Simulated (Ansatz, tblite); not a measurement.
Ligand exchange: SiH2(SiH3)Br + BCl2F → SiH2(SiH3)F + BBrCl2

Species: SiH2(SiH3)Br, singlet; BCl2F (dichlorofluoroborane) `FB(Cl)Cl`, singlet; SiH2(SiH3)F, singlet; BBrCl2 `ClB(Cl)Br`, singlet. The partners trade Br for F: Si–Br and B–F bonds give way to Si–F and B–Br.

Shapes, held fixed at every level: PBE0-D4/def2-TZVP. Programs: Ansatz 0.2.0, tblite 0.8.0. The zero-point and thermal change to 298 K, harmonic and unscaled (PBE0-D4/def2-TZVP), is -1.3 kJ/mol.

| level | kind | ΔH(298 K) (kJ/mol) | less CCSD(T)/def2-TZVPP |
| --- | --- | --- | --- |
| GFN1-xTB | semi-empirical | -25.2 | -63.0 |
| HF/def2-TZVPP | Hartree–Fock | +50.0 | +12.2 |
| SPW92/def2-TZVPP | LDA | +42.4 | +4.6 |
| PBE-D4/def2-TZVPP | GGA | +40.1 | +2.3 |
| B3LYP-D4/def2-TZVPP | global hybrid | +39.5 | +1.7 |
| r2SCAN0-D4/def2-TZVPP | global hybrid | +44.6 | +6.8 |
| wB97M-V/def2-TZVPP | range-separated hybrid | +42.7 | +4.9 |
| MP2/def2-TZVPP | perturbation theory | +33.2 | -4.6 |
| CCSD(T)/def2-TZVPP | coupled cluster or CI | +37.8 | 0.0 |

The highest level, CCSD(T)/def2-TZVPP, gives ΔH(298 K) = +37.8 kJ/mol; the levels span -25.2 to +50.0. They disagree on the sign: 8 of 9 are positive. GFN1-xTB strays far from the other rows. The column of differences is taken from that level and isn't an error. No measured value is set beside it here. Relativity is left out for Br. Outer-core shells of Br are correlated, in sets that cover them unevenly.
